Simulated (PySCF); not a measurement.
# Radial density of O⁻ (oxygen, charge -1)

B97-3, [He] 2s2 2p5, 2P determinant. All numbers are calculated (PySCF 2.14, scalar relativity by spin-free X2C-1e, in aug-cc-pVTZ-DK (5s4p3d2f, 46 functions)).

```json
{"r (bohr)": "0.00366", "4πr²ρ (e/bohr)": "0.05175", "4πr²(ρα − ρβ)": "0.0000"}
{"r (bohr)": "0.00615", "4πr²ρ (e/bohr)": "0.1399", "4πr²(ρα − ρβ)": "0.0000"}
{"r (bohr)": "0.0103", "4πr²ρ (e/bohr)": "0.3633", "4πr²(ρα − ρβ)": "0.0001"}
{"r (bohr)": "0.0174", "4πr²ρ (e/bohr)": "0.9100", "4πr²(ρα − ρβ)": "0.0002"}
{"r (bohr)": "0.0293", "4πr²ρ (e/bohr)": "2.116", "4πr²(ρα − ρβ)": "0.0005"}
{"r (bohr)": "0.0493", "4πr²ρ (e/bohr)": "4.348", "4πr²(ρα − ρβ)": "0.0017"}
{"r (bohr)": "0.0828", "4πr²ρ (e/bohr)": "7.222", "4πr²(ρα − ρβ)": "0.0070"}
{"r (bohr)": "0.139", "4πr²ρ (e/bohr)": "8.494", "4πr²(ρα − ρβ)": "0.0323"}
{"r (bohr)": "0.234", "4πr²ρ (e/bohr)": "5.908", "4πr²(ρα − ρβ)": "0.1272"}
{"r (bohr)": "0.394", "4πr²ρ (e/bohr)": "3.194", "4πr²(ρα − ρβ)": "0.3894"}
{"r (bohr)": "0.663", "4πr²ρ (e/bohr)": "4.360", "4πr²(ρα − ρβ)": "0.7187"}
{"r (bohr)": "1.12", "4πr²ρ (e/bohr)": "4.318", "4πr²(ρα − ρβ)": "0.6583"}
{"r (bohr)": "1.88", "4πr²ρ (e/bohr)": "1.813", "4πr²(ρα − ρβ)": "0.2533"}
{"r (bohr)": "3.16", "4πr²ρ (e/bohr)": "0.3944", "4πr²(ρα − ρβ)": "0.0264"}
{"r (bohr)": "5.31", "4πr²ρ (e/bohr)": "0.04780", "4πr²(ρα − ρβ)": "-0.0054"}
{"r (bohr)": "8.93", "4πr²ρ (e/bohr)": "0.0006531", "4πr²(ρα − ρβ)": "-0.0001"}
```

Densities and radii are taken from the X2C orbitals without a picture-change correction, which distorts them close to the nucleus.

At B97-3 the highest occupied level has a positive energy, so only the finite basis holds that electron; in a semilocal or global hybrid functional this comes from self-interaction and does not mean that the real anion is unbound.

(1) Where is the radial spin density 4πr²(ρα − ρβ) most negative, and why is it negative at all?

Results:

(1) Around r = 5.31 bohr, down to -0.0054 e/bohr: exchange with the open shell polarises the paired shells in an unrestricted calculation.
